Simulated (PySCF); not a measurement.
A calculated (LDA, PySCF 2.14, def2-TZVP, the non-relativistic Hamiltonian (point nucleus)) atom or ion has these occupied shells.

```
shell  electrons  orbital energy (eV)  rms radius, mean of both spins (bohr)
 1s α          1              -1521.7                                  0.140
 1s β          1              -1521.6                                  0.140
 2s α          1              -127.85                                  0.688
 2s β          1              -127.65                                  0.688
 2p α          3              -90.580                                  0.678
 2p β          3              -90.361                                  0.678
 3s α          1              -24.574                                   2.36
```

(1) Name the element and its charge.

Results:

(1) Al(2+) (aluminium, charge +2), in [Ne] 3s1, 2S determinant.
